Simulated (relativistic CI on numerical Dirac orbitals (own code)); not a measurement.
**Tc²⁺: resonant inelastic scattering at the L2,3 edge**

Computed with this model: Dirac-Coulomb-Breit CI, KLI orbitals optimised for each configuration, model QED, Kramers-Heisenberg scattering through one core-hole configuration in a parametric crystal field, unscaled Slater integrals; configurations [Kr] 4d5 → [He] 2s2 2p5 3s2 3p6 3d10 4s2 4p6 4d6; 80 K; core-hole width 2.4 eV; summed over polarisations. Incident energies are the highest absorption maxima for each field (at most a few, so the weaker spin-orbit partner edge can be absent), on the computed scale of the free ion. Intensities are in per cent of the strongest line above 0.02 eV; levels within 1 cm⁻¹ are merged; final levels count from the ground level, the first row holds all elastic scattering, lines under 0.4 are left out and each table stops after 24 rows. The scale of the Slater integrals is a model choice and moves the terms in proportion.

Field parameters in Wybourne normalisation: Oh B⁴₀ = 21Dq, B⁴₄ = √(5/14) B⁴₀. The field is a parameter set, without covalency.

S is read from ⟨S²⟩ = S(S + 1).

Oh, 10Dq = 4700 cm⁻¹:

| Final level (eV) | Degeneracy | Irrep | S | 2680.5 eV | 2797.2 eV |
| --- | --- | --- | --- | --- | --- |
| 0.000 | 6 | Γ7+Γ8 | 2.50 | 4766.0 | 959.7 |
| 2.590 | 2 | Γ7 | 1.48 | 26.8 | 17.0 |
| 2.606 | 4 | Γ8 | 1.50 | 52.0 | 38.9 |
| 2.619 | 4 | Γ8 | 1.50 | 8.6 | 5.3 |
| 2.637 | 2 | Γ6 | 1.50 | 5.8 | 4.6 |
| 2.850 | 2 | Γ7 | 1.49 | 1.3 | 4.7 |
| 2.874 | 4 | Γ8 | 1.49 | 8.6 | 18.4 |
| 2.907 | 2 | Γ6 | 1.50 | 2.9 | 2.5 |
| 2.911 | 4 | Γ8 | 1.50 | 7.2 | 3.8 |
| 2.963 | 4 | Γ8 | 1.49 | 3.2 | 3.1 |
| 2.967 | 2 | Γ7 | 1.49 | 1.5 | 2.4 |
| 2.974 | 2 | Γ6 | 1.50 | 3.8 | 4.2 |
| 2.975 | 4 | Γ8 | 1.50 | 7.1 | 12.1 |
| 3.469 | 4 | Γ8 | 1.50 | 54.0 | 36.9 |
| 3.508 | 2 | Γ6 | 1.50 | 40.6 | 42.6 |
| 3.546 | 4 | Γ8 | 1.48 | 83.7 | 87.0 |
| 3.578 | 2 | Γ7 | 1.37 | 30.2 | 28.3 |
| 3.590 | 2 | Γ7 | 1.08 | 32.7 | 43.0 |
| 3.623 | 4 | Γ8 | 1.47 | 77.0 | 100.0 |
| 3.635 | 2 | Γ7 | 1.23 | 38.5 | 50.5 |
| 3.659 | 2 | Γ6 | 1.49 | 28.8 | 39.0 |
| 3.733 | 4 | Γ8 | 0.58 | 5.7 | 6.7 |
| 3.814 | 2 | Γ6 | 1.50 | 12.7 | 7.0 |
| 3.814 | 4 | Γ8 | 1.48 | 80.9 | 80.0 |

Oh, 10Dq = 10650 cm⁻¹:

```csv
Final level (eV),Degeneracy,Irrep,S,2680.6 eV,2797.2 eV
0.000,6,Γ7+Γ8,2.49,4816.1,913.9
1.869,2,Γ7,1.39,41.7,23.6
1.917,4,Γ8,1.48,81.5,51.8
1.947,4,Γ8,1.50,16.7,11.6
1.969,2,Γ6,1.50,5.9,7.3
2.309,2,Γ7,0.82,4.8,5.0
2.393,4,Γ8,0.98,23.0,25.6
2.502,2,Γ7,1.42,8.7,15.2
2.518,2,Γ6,1.50,19.0,17.2
2.521,4,Γ8,1.49,33.1,28.3
2.556,4,Γ8,1.21,21.3,26.8
2.945,4,Γ8,1.44,11.7,11.3
2.958,2,Γ7,1.47,6.1,7.5
2.969,2,Γ6,1.48,9.5,10.2
2.974,4,Γ8,1.49,17.5,22.0
3.286,2,Γ7,0.82,21.5,25.4
3.327,4,Γ8,1.48,45.7,30.1
3.333,2,Γ6,1.45,34.1,31.3
3.348,4,Γ8,0.62,1.3,1.7
3.411,4,Γ8,1.49,93.2,100.0
3.427,2,Γ6,0.64,1.0,0.4
3.506,2,Γ7,1.27,40.5,46.1
3.532,2,Γ7,0.75,7.6,10.2
3.534,4,Γ8,0.63,5.1,6.3
```

Oh, 10Dq = 16550 cm⁻¹:

```tsv
Final level (eV)	Degeneracy	Irrep	S	2681.1 eV	2796.5 eV	2798 eV
0.000	2	Γ7	2.49	3508.6	616.5	575.7
0.000	4	Γ8	2.49	69.8	40.5	35.7
0.819	2	Γ7	0.70	10.2	9.6	3.2
1.008	4	Γ8	0.74	15.5	16.7	5.1
1.249	4	Γ8	1.50	33.9	34.8	12.0
1.274	2	Γ6	1.50	4.5	11.6	3.9
1.294	4	Γ8	1.38	41.5	42.3	15.2
1.310	2	Γ7	1.41	27.1	26.5	11.1
1.913	2	Γ6	1.50	20.5	32.0	11.5
1.915	2	Γ7	1.49	17.3	27.1	13.3
1.916	4	Γ8	1.50	35.7	55.5	20.5
1.922	4	Γ8	1.49	52.8	74.3	31.8
2.598	4	Γ8	0.62	3.5	2.0	3.1
2.629	2	Γ7	0.55	3.0	6.2	1.5
2.701	2	Γ6	0.61	1.7	0.9	2.1
2.802	2	Γ7	0.85	3.2	3.6	3.2
2.856	4	Γ8	0.78	5.3	6.9	6.7
3.003	4	Γ8	1.43	16.4	14.6	20.2
3.010	2	Γ6	1.44	10.6	11.0	13.0
3.034	4	Γ8	1.34	14.3	12.6	17.3
3.053	2	Γ7	1.29	6.3	5.1	7.9
3.084	4	Γ8	0.64	4.5	7.7	2.3
3.287	2	Γ6	1.46	15.6	26.1	9.5
3.309	4	Γ8	1.42	21.9	29.7	11.0
```

For the first field the strongest loss at the lowest incident energy is the level at 3.55 eV (S = 1.48, against 2.50 in the thermal ground state). Levels of other spin, the first over 8 % at 2.59 eV, appear because spin-orbit coupling of the core hole, and in heavier ions of the valence shell too, mixes spins.
